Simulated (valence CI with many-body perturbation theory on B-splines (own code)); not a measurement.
## Sensitivity of CI+MBPT for Cs4+

Computed by valence CI with perturbative core correlation (CI+MBPT): five valence electrons over a frozen Dirac-Fock core [Kr] 4d10, a basis of 6 s, 6 p, 5 d, 3 f, 1 g functions for each j, with the one-electron correlation potential Σ1, the two-electron term Σ2, the three-electron term Σ3, Breit, model QED; selected CI, second order for the rest, scaled by the run's own slope (own B-spline code, finite nucleus).

Set against measurement, 17 paired levels are off by 172 cm⁻¹ on average, the worst by 380. These come from a selection out of Sansonetti, J. Phys. Chem. Ref. Data 38, 761 (2009). Levels without a partner in it may be off by more, other configurations by several thousand cm⁻¹. Among the levels kept, up to 990 cm⁻¹ of a level comes from second order outside the variational space, and about a tenth of that is noise between levels of different J, which matters for small intervals. 3 measured levels below the end of the list, from 158249 cm⁻¹ on, found no clear computed partner, and computed levels of the same name lie up to 204 cm⁻¹ from them.

The reference run has the lowest level 5s2.5p3 4S°_3/2 and an ionisation energy of 56.6107 eV. Its largest variational space holds 10000 state functions.

Names give the largest LS component (configuration and term), which can be under half, so a name can repeat, a term be missing and a line seem to break the LS rules; names also repeat where a configuration has a term twice.

Changed runs:
A. hole-hole ladder in Σ2 on → off
B. scale of Σ2 1 → 0.8; core polarisation of operators on → off
C. scale of Σ1 1 → 1.1
D. box radius (bohr) 15.75 → 4.14 (bad on purpose)

Excitation energies of the reference run in cm⁻¹, and shifts in cm⁻¹:

```csv
Level,Reference,A,B,C
5s2.5p3 2D°_3/2,15260,+8.5,+69,+36
5s2.5p3 2D°_5/2,20580,+8.4,+71,+58
5s2.5p3 2P°_1/2,32277,+16,+126,+72
5s2.5p3 2P°_3/2,42504,+11,+65,+136
5s.5p4 4P_5/2,113550,-37,-423,+277
5s.5p4 4P_3/2,122813,-39,-449,+322
5s.5p4 4P_1/2,125507,-38,-431,+326
5s.5p4 2D_3/2,139893,-20,-98,+347
5s.5p4 2D_5/2,144239,-22,-152,+368
5s2.5p2.5d 2P_3/2,155056,-15,+85,+409
5s2.5p2.5d 4F_3/2,157989,-17,+106,+428
5s.5p4 2P_1/2,158453,-6.6,+265,+398
Ionisation energy (eV),56.6107,-0.0053,+0.0842,+0.1060
```

Run D: It gave no result. The program said: "need at least one array to concatenate".
